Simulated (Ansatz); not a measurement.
**Molecular dynamics of C$_{2}$H$_{6}$BNa**

Input file:

```yaml
crystal:
  periodic: [false, false, false]
  atoms:
    - { symbol: C, position_ang: [-0.370225, 1.242698, -0.433384] }
    - { symbol: B, position_ang: [-0.212883, -0.315076, -0.13586] }
    - { symbol: C, position_ang: [1.058348, -0.893306, 0.369174] }
    - { symbol: Na, position_ang: [-2.145168, -1.895375, -0.541922] }
    - { symbol: H, position_ang: [0.597447, 1.782209, -0.385866] }
    - { symbol: H, position_ang: [-1.060135, 1.725781, 0.281167] }
    - { symbol: H, position_ang: [-0.796204, 1.438105, -1.432263] }
    - { symbol: H, position_ang: [1.199689, -1.945104, 0.649485] }
    - { symbol: H, position_ang: [-0.239278, -0.860136, 1.079967] }
    - { symbol: H, position_ang: [1.968408, -0.279806, 0.549493] }
basis:
  gaussian: { orbitals: def2-SVP }
hamiltonian:
  xc: r2scan
  dispersion: d4
md:
  timestep: 0.5
  n_steps: 200
  ensemble: nve
  temperature: 100.0
  initial_velocities: maxwell_boltzmann
  seed: 12548
```

Command:

```bash
$ ansatz run input.yaml --threads 2 --pin off --max-ram 3072MiB --backend cpu --events-out ev --progress --plain --runs-dir out
```

It starts at the highest image of a converged band. Of that band: Neighbouring images differ by up to 1.5 eV, so the band resolves the path poorly. A vibrational analysis at the climbing image gives one clearly imaginary mode, 1199i cm⁻¹: a first-order saddle point.

Output, in part (step lines, the closing report, with atoms numbered from 0):

```
md step     0: t =     0.00 fs  T =   100.0 K  F+E_penalty+E_count = -7255.74202766 eV  E_kin = 0.103408 eV  conserved = -7255.63861966 eV  (32 SCF iters)
[... lines left out ...]
Total energy: -7256.05332849 eV, -266.6550414923 hartree
Atom 0 at    -0.286658     1.189572    -0.510017 Å, force    -0.573246    -1.243700     1.120595 eV/Å
Atom 1 at    -0.274821    -0.328819    -0.037958 Å, force    -0.409320     0.932973    -1.190851 eV/Å
Atom 2 at     1.109063    -0.756740     0.526932 Å, force     1.839897    -0.577305     0.200996 eV/Å
Atom 3 at    -2.265653    -1.941783    -0.625207 Å, force     0.142758     0.177209     0.139879 eV/Å
Atom 4 at     0.675048     1.730687    -0.515891 Å, force    -0.112044     0.163577     0.257041 eV/Å
Atom 5 at    -0.904293     1.282807     0.443957 Å, force     0.667859     0.551383     0.387448 eV/Å
Atom 6 at    -1.029682     1.642622    -1.144516 Å, force    -0.362405     0.044966    -0.992828 eV/Å
Atom 7 at     1.340541    -1.822723     0.322148 Å, force    -0.233159    -0.004534     0.625985 eV/Å
Atom 8 at     1.469102    -0.492784     1.555196 Å, force    -0.820375    -0.401818    -0.159102 eV/Å
Atom 9 at     1.931316    -0.267985    -0.035977 Å, force    -0.139967     0.357249    -0.389164 eV/Å
Dipole moment:    -0.659853    -0.540871    -0.236076 e Å
```

The steps, from the saved trajectory:

```
time (fs)  T (K)  potential energy less start (eV)  conserved less start (meV/atom)
      0.0    100                             0.000                             0.00
      3.0     46                             0.057                             0.07
      6.0     51                             0.051                             0.03
      9.0     72                             0.030                             0.08
     12.0    208                            -0.112                             0.05
     15.0    425                            -0.336                             0.02
     18.0    613                            -0.531                            -0.02
     21.0    588                            -0.505                            -0.02
     24.0    509                            -0.423                             0.07
     27.0    642                            -0.562                            -0.07
     30.0    610                            -0.527                             0.00
     33.0    438                            -0.349                            -0.01
     36.0    273                            -0.178                             0.08
     39.0    390                            -0.300                             0.00
     42.0    511                            -0.426                            -0.07
     45.0    429                            -0.339                             0.05
     48.0    493                            -0.406                            -0.01
     51.0    582                            -0.499                             0.02
     54.0    587                            -0.504                            -0.06
     57.0    432                            -0.342                             0.07
     60.0    503                            -0.417                            -0.04
     63.0    509                            -0.422                             0.02
     66.0    485                            -0.399                            -0.05
     69.0    331                            -0.239                             0.05
     72.0    378                            -0.287                            -0.03
     75.0    414                            -0.324                             0.04
     78.0    514                            -0.428                            -0.02
     81.0    564                            -0.480                             0.01
     84.0    645                            -0.565                            -0.08
     87.0    530                            -0.445                            -0.01
     90.0    392                            -0.302                             0.02
     93.0    346                            -0.254                             0.03
     96.0    404                            -0.314                            -0.01
     99.0    434                            -0.346                            -0.08
```

All steps were run. The conserved energy stayed within 0.11 meV per atom of its start (net change -0.061 meV per atom), so the integration is sound. The system heated up, since it started high on the potential surface and ran downhill. A run of 0.1 ps of so small a system gives no equilibrium averages. The orbitals stay closed-shell, which can raise the energy where a bond breaks towards radicals; this wasn't checked here.

The step under study would form B2–H9 and break C3–H9. These pairs go: B2–H9 1.33 → 2.37 Å, C3–H9 1.48 → 1.12 Å. In the last frame they stand as before the step (other bonds may differ from the relaxed reactants and products). It ends as one piece, C2H6BNa. Pairs count as bonded within 1.25 times the sum of covalent radii (0.12 Å more for H–H).

Last frame:

```xyz
10
Properties=species:S:1:pos:R:3
C -0.287 1.190 -0.510
B -0.275 -0.329 -0.038
C 1.109 -0.757 0.527
Na -2.266 -1.942 -0.625
H 0.675 1.731 -0.516
H -0.904 1.283 0.444
H -1.030 1.643 -1.145
H 1.341 -1.823 0.322
H 1.469 -0.493 1.555
H 1.931 -0.268 -0.036
```

Time of the run: 9.7 min on 2 threads of Arm Neoverse V2 (shared host), peak memory 0.14 GiB.
